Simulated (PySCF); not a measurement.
Species: C₅H₇N₃.
Atom-mapped SMILES: `[CH2:1]=[CH:2][n:3]1[n:4][cH:5][n:6][c:7]1[CH3:8]` (hydrogens: H9, H10 on C1; H11 on C2; H12 on C5; H13, H14, H15 on C8)

Cartesian coordinates in Å at the GFN2-xTB level; atoms count from 1:
```xyz
15
C5H7N3 angstrom
C     -2.0630   -1.5446   -0.2087
C     -0.7930   -1.1843   -0.1175
N     -0.3898    0.1401   -0.0159
N     -1.2621    1.1656   -0.0066
C     -0.5016    2.2225    0.0993
N      0.8195    1.9487    0.1594
C      0.8742    0.6395    0.0858
C      2.1059   -0.1811    0.1090
H     -2.3445   -2.5779   -0.2859
H     -2.8429   -0.8045   -0.2081
H      0.0260   -1.8888   -0.1136
H     -0.8924    3.2180    0.1349
H      2.9607    0.4825    0.1999
H      2.0970   -0.8675    0.9555
H      2.2015   -0.7603   -0.8093
```

The closed-shell ground state was solved at several levels (PySCF, density fitting, gas phase, non-relativistic).

| level | basis functions | HOMO (eV) | LUMO (eV) | gap (eV) | dipole (D) |
| --- | --- | --- | --- | --- | --- |
| PBE0/pcSseg-1 | 171 | -7.12 | -0.96 | 6.16 | 2.89 |
| PBE0/def2-SVPD | 216 | -7.14 | -1.02 | 6.12 | 2.82 |

Q: Estimate the row for B3LYP/pcJ-1, a basis of 286 functions; the other rows only guide the guess.

A: HOMO -6.89 eV, LUMO -1.15 eV, gap 5.74 eV, dipole 2.84 D.

Q: Over all these levels, which gives the widest orbital gap and which the narrowest?

A: PBE0/pcSseg-1 (global hybrid, 25 % exact exchange) has the widest, 6.16 eV, and B3LYP/pcJ-1 (global hybrid, 20 % exact exchange) the narrowest, 5.74 eV. Functional and basis both differ between the two, so the spread mixes both effects.

Q: How far do the dipole and the HOMO energy spread over the levels?

A: The dipole runs from 2.82 to 2.89 D (mean 2.85 D) and the HOMO from -7.14 to -6.89 eV.

One conformer stands for the species.
